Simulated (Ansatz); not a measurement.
Start from `CCO[SiH2]Cl` and change one atom or group to get `B[SiH2]OCC`.

Ansatz, PBE0-D4/def2-TZVP geometries, multiplicity 1. Each molecule was computed in one conformer, which needn't be the lowest.

```tsv
property	`CCO[SiH2]Cl`
HOMO energy (ωB97M-V/def2-TZVPP) / eV	-10.91
HOMO energy (PBE0/def2-TZVPP) / eV	-8.55
size of the dipole moment (PBE/def2-TZVPP) / D	1.62
LUMO energy (ωB97M-V/def2-TZVPP) / eV	2.25
size of the dipole moment (B3LYP/def2-TZVPP) / D	1.65
HOMO–LUMO gap (PBE/def2-TZVPP) / eV	6.71
```

(1) What does the change do to each property? (An estimate is asked.)

## Answers

(1) The calculation gave: 
```csv
property,`B[SiH2]OCC`,shift
HOMO energy (ωB97M-V/def2-TZVPP) / eV,-9.88,1.03
HOMO energy (PBE0/def2-TZVPP) / eV,-7.62,0.93
size of the dipole moment (PBE/def2-TZVPP) / D,1.08,-0.54
LUMO energy (ωB97M-V/def2-TZVPP) / eV,-0.45,-2.70
size of the dipole moment (B3LYP/def2-TZVPP) / D,1.18,-0.47
HOMO–LUMO gap (PBE/def2-TZVPP) / eV,2.82,-3.89
```

With PBE0 the HOMO rises by 0.93 eV and the LUMO falls by 2.97 eV, so the gap narrows by about 3.90 eV. PBE moves the HOMO by 0.79 eV and ωB97M-V by 1.03 eV. The zero-point energy changes by 45.4 kJ/mol with +6 modes. Dipoles are sizes alone; their direction can turn.

B3LYP here is the variant with VWN-RPA as its local correlation; programs differ in this.
